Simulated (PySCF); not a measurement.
PySCF input (PW6B95/def2-TZVPD):

```python
from pyscf import gto, scf, dft

mol = gto.M(
    atom='''
    Ga    0.00000000    0.00000000    0.00000000
    Cl   -0.00000000   -0.00000000   -2.03809334
    Cl    0.00000000    0.00000000    2.03809334
    ''',
    basis='def2-tzvpd',
    charge=1,
    spin=0,
    verbose=4,
)

mf = dft.RKS(mol, xc='pw6b95').density_fit(auxbasis='def2-universal-jkfit')
mf.grids.level = 3
mf.conv_tol = 1e-9
mf.max_cycle = 100
mf.max_memory = 1500
mf.kernel()
if not mf.converged:
    mf = mf.newton()
    mf.kernel(mf.make_rdm1())
mf.analyze()
```

End of the output:

```
Extra cycle  E= -2846.72915356407  delta_E=    0  |g|= 1.63e-06  |ddm|= 3.58e-06
converged SCF energy = -2846.72915356407
**** SCF Summaries ****
Total Energy =                       -2846.729153564065200
Nuclear Repulsion Energy =             311.182454130201904
One-electron Energy =                -4559.403630856589189
Two-electron Energy =                 1401.492023162322084
Two-electron Coulomb Energy =         1534.592051359953757
DFT Exchange-Correlation Energy =     -133.100028197631673
HOMO-LUMO gap [eV] =                     6.833371767302257
**** MO energy ****
MO #1   energy= -373.675795441362  occ= 2
MO #2   energy= -102.183555960531  occ= 2
MO #3   energy= -102.183541158314  occ= 2
MO #4   energy= -46.4818612992475  occ= 2
MO #5   energy= -41.1950797276392  occ= 2
MO #6   energy= -41.1950797276391  occ= 2
MO #7   energy= -41.1908618880038  occ= 2
MO #8   energy= -9.82195318196558  occ= 2
MO #9   energy= -9.82193446623172  occ= 2
MO #10  energy= -7.55438383848587  occ= 2
MO #11  energy= -7.55438078397299  occ= 2
MO #12  energy= -7.54749233316963  occ= 2
MO #13  energy= -7.54749233316958  occ= 2
MO #14  energy= -7.54748871127949  occ= 2
MO #15  energy= -7.54748871127947  occ= 2
MO #16  energy= -5.91440841565428  occ= 2
MO #17  energy= -4.18317601180723  occ= 2
MO #18  energy= -4.18317601180718  occ= 2
MO #19  energy= -4.17467018110915  occ= 2
MO #20  energy= -1.22032139147351  occ= 2
MO #21  energy= -1.20536894875874  occ= 2
MO #22  energy= -1.20536889191405  occ= 2
MO #23  energy= -1.20051184800217  occ= 2
MO #24  energy= -1.20051184800214  occ= 2
MO #25  energy= -1.08780227324881  occ= 2
MO #26  energy= -1.07554244030314  occ= 2
MO #27  energy= -0.718228182383747 occ= 2
MO #28  energy= -0.650329523105295 occ= 2
MO #29  energy= -0.601350156757711 occ= 2
MO #30  energy= -0.601350156757698 occ= 2
MO #31  energy= -0.582716117740745 occ= 2
MO #32  energy= -0.582716117740732 occ= 2
MO #33  energy= -0.331594335032573 occ= 0
MO #34  energy= -0.271257546178935 occ= 0
MO #35  energy= -0.271257546178912 occ= 0
MO #36  energy= -0.139271363002965 occ= 0
MO #37  energy= -0.108517781736303 occ= 0
MO #38  energy= -0.0976081879978223 occ= 0
MO #39  energy= -0.0976081512687324 occ= 0
MO #40  energy= -0.0870818591110172 occ= 0
MO #41  energy= -0.0870818591110102 occ= 0
MO #42  energy= -0.0712231712241335 occ= 0
MO #43  energy= -0.0586460793183589 occ= 0
MO #44  energy= -0.0586460793183272 occ= 0
MO #45  energy= -0.0400226654036873 occ= 0
MO #46  energy= -0.0141627854151137 occ= 0
MO #47  energy= -0.014162785415078 occ= 0
MO #48  energy= -0.00150733939475629 occ= 0
MO #49  energy= -0.00150717154906434 occ= 0
MO #50  energy= 0.00765810760344721 occ= 0
MO #51  energy= 0.0222891018832599 occ= 0
MO #52  energy= 0.0502335472451683 occ= 0
MO #53  energy= 0.0579153611169878 occ= 0
MO #54  energy= 0.0579154315522877 occ= 0
MO #55  energy= 0.0755000914556312 occ= 0
MO #56  energy= 0.0755000914556428 occ= 0
MO #57  energy= 0.0831506888823739 occ= 0
MO #58  energy= 0.0914307177375704 occ= 0
MO #59  energy= 0.0914307177375989 occ= 0
MO #60  energy= 0.108252726908272  occ= 0
MO #61  energy= 0.119270725780005  occ= 0
MO #62  energy= 0.119271114461591  occ= 0
MO #63  energy= 0.123136401536526  occ= 0
MO #64  energy= 0.123136401536545  occ= 0
MO #65  energy= 0.209514605459902  occ= 0
MO #66  energy= 0.209514605459955  occ= 0
MO #67  energy= 0.277483489027582  occ= 0
MO #68  energy= 0.28649841478948   occ= 0
MO #69  energy= 0.326718575665289  occ= 0
MO #70  energy= 0.326718575665304  occ= 0
MO #71  energy= 0.370734743360639  occ= 0
MO #72  energy= 0.376342605524832  occ= 0
MO #73  energy= 0.376343595894869  occ= 0
MO #74  energy= 0.40071926596478   occ= 0
MO #75  energy= 0.425756284280853  occ= 0
MO #76  energy= 0.42575628428089   occ= 0
MO #77  energy= 0.426228150866371  occ= 0
MO #78  energy= 0.426228889977261  occ= 0
MO #79  energy= 0.437898850788392  occ= 0
MO #80  energy= 0.437962613914321  occ= 0
MO #81  energy= 0.437962613914383  occ= 0
MO #82  energy= 0.563305579213631  occ= 0
MO #83  energy= 0.563305579213645  occ= 0
MO #84  energy= 0.585741291647266  occ= 0
MO #85  energy= 0.595471022147868  occ= 0
MO #86  energy= 0.658331236005617  occ= 0
MO #87  energy= 0.658331328307135  occ= 0
MO #88  energy= 0.669236245116863  occ= 0
MO #89  energy= 0.669236245116898  occ= 0
MO #90  energy= 0.712194283064921  occ= 0
MO #91  energy= 0.712195202927599  occ= 0
MO #92  energy= 0.76499805887128   occ= 0
MO #93  energy= 0.764998058871296  occ= 0
MO #94  energy= 0.906220499589303  occ= 0
MO #95  energy= 0.993497464505108  occ= 0
MO #96  energy= 1.02027887405976   occ= 0
MO #97  energy= 1.02027887405977   occ= 0
MO #98  energy= 1.19537264594955   occ= 0
MO #99  energy= 1.21444299178966   occ= 0
MO #100 energy= 1.69222973463647   occ= 0
MO #101 energy= 1.69223735398691   occ= 0
MO #102 energy= 1.70634734106346   occ= 0
MO #103 energy= 1.70635337268034   occ= 0
MO #104 energy= 1.73143613629699   occ= 0
MO #105 energy= 1.731436136297     occ= 0
MO #106 energy= 1.74801807279803   occ= 0
MO #107 energy= 1.74801807279803   occ= 0
[...]
```

It need not be the lowest isomer of its formula.
